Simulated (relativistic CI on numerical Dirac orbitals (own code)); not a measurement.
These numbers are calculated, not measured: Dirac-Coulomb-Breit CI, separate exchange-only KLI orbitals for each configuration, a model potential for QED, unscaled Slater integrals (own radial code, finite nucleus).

The strongest absorption lines from the ground level of an ion, among the configurations computed and to levels below about 47.2 eV (vacuum wavelength in nm, gf): 27.397 (0.92), 27.448 (0.21), 27.740 (0.29), 28.041 (0.26), 28.100 (0.7), 28.427 (1.5), 28.471 (0.33), 30.386 (0.85).

(1) Which ion is it?
A. Sn8+
B. Cd4+
C. Te10+
D. Cd6+

## Answers

(1) D. Cd6+ has 42 electrons and the ground level 4s2 4p6 4d6 5D_4; the strongest line goes to 4s2 4p6 4d5 5p 5F°_5. The pattern of lines fixes the number of electrons, and along that sequence the line energies rise steadily with the charge (about as its square where n changes within one kind of shell, about linearly where n is kept but much faster in heavy ions where fine structure, which grows about as Z⁴, sets the gap, and irregularly where shells cross), which fixes Z. Configurations outside the model, such as inner-shell arrays, can give stronger lines. At this charge configurations can still be misplaced by up to about 7 % of their energy. Terms inside the open d or f shell come out 10 to 20 % too wide with unscaled integrals.
